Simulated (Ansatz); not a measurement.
CH4BFSe (`C[Se]BF`). Charge 0, multiplicity 1.

```xyz
8

C    -0.7911   -0.2998    1.0077
Se   -0.6874    1.0023   -0.4410
B     0.9482    0.4001   -1.2508
F     1.4097    1.0318   -2.3167
H     0.0729   -0.9591    0.9557
H    -0.7980    0.2330    1.9559
H    -1.7075   -0.8749    0.8963
H     1.5531   -0.5334   -0.8071
```

Q: What are the harmonic wavenumbers in cm⁻¹ at PBE0-D4/def2-TZVP (Ansatz, finite differences of forces, unscaled)? (Estimate.)

A: The calculation gave: 75, 179, 186, 336, 615, 694, 802, 928, 933, 1085, 1305, 1314, 1459, 1473, 2621, 3083, 3186, 3188.

Q: Is this a minimum?

A: Yes, all 18 modes are real.

Q: Give the ideal-gas thermochemistry at 298.15 K and 1 bar (rigid rotor, harmonic oscillator; point group Cs, symmetry number 1).

A: Zero-point energy 140.3 kJ/mol; H(298) − E = 157.7 kJ/mol; entropy 324.1 J/(mol·K), of which translation 169.1, rotation 108.2, vibration 46.8; G(298) − E = 61.1 kJ/mol. Modes under 100 cm⁻¹ are hindered rotations or soft bends, so the harmonic entropy is rough.

Q: And at 400, 500, 600, 800 and 1000 K?

A: 
```tsv
T (K)	H − E (kJ/mol)	S (J/mol/K)	G − E (kJ/mol)
400	166.7	350.0	26.7
500	176.9	372.7	-9.4
600	188.1	393.1	-47.7
800	213.1	429.0	-130.1
1000	240.7	459.7	-219.0
```
